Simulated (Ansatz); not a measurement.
Conjugated oligomer family: binding per atom (eV) at several levels, gas phase, relaxed structures; Ansatz. Binding counts from free atoms in the multiplicity of their measured ground term, without zero-point energy. The structures are stationary points that may keep the symmetry of their start.

| species | state | geometry | PBE-D4/def2-SVP | r2SCAN-D4/def2-TZVP | PBE0-D4/def2-SVP | PBE0-D4/def2-TZVP |
| --- | --- | --- | --- | --- | --- | --- |
| C[Si]1(C)C=CC=C1C1=CC=C[Si]1(C)C | singlet | PBE-D4/def2-SVP | 4.63 | 4.50 | 4.57 | 4.52 |
| C36H26O12S6 | singlet | PBE-D4/def2-SVP | 5.27 | 4.98 | 5.11 | 5.02 |
| C50H32N10 | singlet | PBE-D4/def2-SVP | 5.72 | 5.39 | 5.57 | 5.47 |
| CN(C)c1ccc(-c2ccc(-c3ccc(-c4ccc(C#N)nc4)nc3)nc2)nc1 | singlet | PBE-D4/def2-SVP | 5.47 | 5.16 | 5.32 | 5.23 |
| c1sc(-c2scc3c2OCCO3)c2c1OCCO2 | singlet | PBE-D4/def2-SVP | 5.12 | 4.85 | 4.97 | 4.89 |
| Sc1ccc(-c2ccc(-c3ccc(-c4ccc(S)o4)o3)o2)o1 | singlet | PBE-D4/def2-SVP | 5.45 | 5.15 | 5.28 | 5.19 |
| COc1ccc(-c2ccc(-c3ccc(-c4ccc(-c5ccc(C(F)=C(F)F)cc5)o4)o3)o2)cc1 | singlet | PBE-D4/def2-SVP | 5.57 | 5.26 | 5.41 | 5.31 |
| Cc1cc(-c2sc(-c3sc(-c4sc(N(C)C)cc4C)cc3C)cc2C)sc1C#N | singlet | PBE-D4/def2-SVP | 5.07 | 4.83 | 4.95 | 4.88 |

Estimate the column for PBE-D4/def2-TZVP.

C[Si]1(C)C=CC=C1C1=CC=C[Si]1(C)C 4.59; C36H26O12S6 5.18; C50H32N10 5.62; CN(C)c1ccc(-c2ccc(-c3ccc(-c4ccc(C#N)nc4)nc3)nc2)nc1 5.38; c1sc(-c2scc3c2OCCO3)c2c1OCCO2 5.04; Sc1ccc(-c2ccc(-c3ccc(-c4ccc(S)o4)o3)o2)o1 5.36; COc1ccc(-c2ccc(-c3ccc(-c4ccc(-c5ccc(C(F)=C(F)F)cc5)o4)o3)o2)cc1 5.46; Cc1cc(-c2sc(-c3sc(-c4sc(N(C)C)cc4C)cc3C)cc2C)sc1C#N 5.01.
